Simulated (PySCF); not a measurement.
HAl, singlet, at a GFN2-xTB geometry (such geometries of metal compounds can be far from the true shape); DF-CAMB3LYP/def2-TZVP (PySCF).

The PySCF input:
```python
from pyscf import gto, scf, dft

mol = gto.Mole()
mol.atom = '''
    Al   -0.000000   -0.000000   -0.115220
    H     0.000000    0.000000    1.497855
'''
mol.basis = 'def2-tzvp'
mol.charge = 0
mol.spin = 0
mol.verbose = 4
mol.build()

mf = dft.RKS(mol)
mf.xc = 'camb3lyp'
mf = mf.density_fit(auxbasis='def2-universal-jkfit')
mf.kernel()
```

Output, abridged:

```
PySCF version 2.14.0

[INPUT] verbose = 4
[INPUT] num. atoms = 2
[INPUT] num. electrons = 14
[INPUT] charge = 0
[INPUT] spin (= nelec alpha-beta = 2S) = 0
[INPUT] symmetry False subgroup None
[INPUT] Mole.unit = angstrom
[INPUT] Symbol           X                Y                Z      unit          X                Y                Z       unit  Magmom
[INPUT]  1 Al     0.000000000000   0.000000000000  -0.115220000000 AA    0.000000000000   0.000000000000  -0.217734244072 Bohr   0.0
[INPUT]  2 H      0.000000000000   0.000000000000   1.497855000000 AA    0.000000000000   0.000000000000   2.830535724310 Bohr   0.0

nuclear repulsion = 4.26471412796057
number of shells = 17
number of NR pGTOs = 71
number of NR cGTOs = 43
basis = def2-tzvp
ecp = {}

******** <class 'pyscf.df.df_jk.DFRKS'> ********
method = DFRKS
initial guess = minao
damping factor = 0
level_shift factor = 0
DIIS = <class 'pyscf.scf.diis.CDIIS'>
diis_start_cycle = 1
diis_space = 8
diis_damp = 0
SCF conv_tol = 1e-09
SCF conv_tol_grad = None
SCF max_cycles = 50
direct_scf = False
XC library pyscf.dft.libxc version 7.1.2
    S. Lehtola, C. Steigemann, M. J. T. Oliveira, and M. A. L. Marques,  SoftwareX 7, 1–5 (2018)
XC functionals = camb3lyp
    T. Yanai, D. P. Tew, and N. C. Handy,  Chem. Phys. Lett. 393, 51 (2004)
radial grids:
    Treutler-Ahlrichs [JCP 102, 346 (1995); DOI:10.1063/1.469408] (M4) radial grids

becke partition: Becke, JCP 88, 2547 (1988); DOI:10.1063/1.454033
pruning grids: <function nwchem_prune>
grids dens level: 3
symmetrized grids: False
atomic radii adjust function: <function treutler_atomic_radii_adjust>
small_rho_cutoff = 0
Set gradient conv threshold to 3.16228e-05
Initial guess from minao.
tot grids = 28992
******** <class 'pyscf.df.df.DF'> ********
auxbasis = def2-universal-jkfit
Create RSH-DF object <pyscf.df.df.DF object> for omega=0.33
******** <class 'pyscf.df.df.DF'> ********
auxbasis = auxmol.basis = def2-universal-jkfit
init E= -242.813710284034
  HOMO = -0.198808054433348  LUMO = -0.0479585656184362  gap/eV = 4.10482
cycle= 1 E= -242.97399103928  delta_E= -0.16  |g|= 0.148  |ddm|= 0.941
  HOMO = -0.25434706635181  LUMO = -0.033805105496907  gap/eV = 6.00125
cycle= 2 E= -242.981863489892  delta_E= -0.00787  |g|= 0.06  |ddm|= 0.368
  HOMO = -0.255990963859064  LUMO = -0.0287486884698891  gap/eV = 6.18358
cycle= 3 E= -242.982463245733  delta_E= -0.0006  |g|= 0.00966  |ddm|= 0.0505
  HOMO = -0.256689727101922  LUMO = -0.0283488662305076  gap/eV = 6.21347
cycle= 4 E= -242.982481438369  delta_E= -1.82e-05  |g|= 0.00153  |ddm|= 0.0145
  HOMO = -0.256778989346516  LUMO = -0.0284288689236399  gap/eV = 6.21372
cycle= 5 E= -242.982483061016  delta_E= -1.62e-06  |g|= 0.000167  |ddm|= 0.00716
  HOMO = -0.256791961367815  LUMO = -0.0284602271456415  gap/eV = 6.21322
cycle= 6 E= -242.982483081055  delta_E= -2e-08  |g|= 2.09e-05  |ddm|= 0.000825
  HOMO = -0.256789138712486  LUMO = -0.0284595861051479  gap/eV = 6.21316
cycle= 7 E= -242.982483081341  delta_E= -2.86e-10  |g|= 3.35e-06  |ddm|= 9.47e-05
  HOMO = -0.256789754660574  LUMO = -0.0284600793028736  gap/eV = 6.21317
Extra cycle  E= -242.98248308135  delta_E= -9.98e-12  |g|= 1.3e-06  |ddm|= 1.95e-05
converged SCF energy = -242.98248308135
```
